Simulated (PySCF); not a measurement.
CH7GaSi.
Bonds: Si1–C2, C2–Ga3. Hydrogens: H4, H5, H6 on Si1; H7, H8 on C2; H9, H10 on Ga3.

A GFN2-xTB structure was refined with PBE0-D3(BJ)/def2-SVP geometry optimisation, gas phase in PySCF. Its GFN2-xTB values:

```
coordinate  GFN2-xTB
    Si1–C2   1.905 Å
    Si1–H4   1.470 Å
    C2–Ga3   2.022 Å
     C2–H7   1.095 Å
    Ga3–H9   1.581 Å
Si1–C2–Ga3    109.4°
 Si1–C2–H7    110.9°
 C2–Si1–H4    109.6°
 C2–Ga3–H9    123.3°
 Ga3–C2–H7    109.5°
 H4–Si1–H5    109.6°
  H7–C2–H8    106.7°
H9–Ga3–H10    112.6°
```

**Question.** How do these coordinates change at the PBE0-D3(BJ)/def2-SVP level?

**Answer.** 
| coordinate | PBE0-D3(BJ)/def2-SVP (Å or °) | change |
| --- | --- | --- |
| C2–Ga3 | 1.968 | -0.054 |
| Si1–H4 | 1.497 | +0.027 |
| Si1–C2 | 1.878 | -0.027 |
| Ga3–H9 | 1.573 | -0.008 |
| C2–H7 | 1.103 | +0.008 |
| H9–Ga3–H10 | 120.6 | +8.0 |
| Si1–C2–Ga3 | 113.4 | +4.0 |
| C2–Ga3–H9 | 119.7 | -3.6 |
| Si1–C2–H7 | 108.1 | -2.8 |
| C2–Si1–H4 | 112.0 | +2.4 |
| H7–C2–H8 | 108.7 | +2.0 |
| H4–Si1–H5 | 108.0 | -1.6 |
| Ga3–C2–H7 | 109.5 | 0.0 |

The energy falls by 12.7 kJ/mol over 20 energy and gradient evaluations, the largest force component goes from 0.0205 to 3.1e-04 Eh/bohr, and the atoms move by 0.598 Å rms after alignment. The bond that changes most is C2–Ga3 (ends: sp3 carbon bound to silicon; gallium bonded to C and 2 H), which shortens by 0.054 Å. Bonds longer at the end by more than 0.005 Å: 5 of 9; shorter: 4. Among the dihedrals that turn most is H8–C2–Ga3–H10, from 81° to 147°. Rotational constants go from 17453, 2064, 1914 to 18109, 2034, 1945 MHz.

The run used 99 basis functions and 117 SCF cycles in all. Time: 65 s wall. Hardware: one thread of an Arm Neoverse V1, shared host.

Not checked by PBE0-D3(BJ)/def2-SVP frequencies. The numbers are those of one conformer.
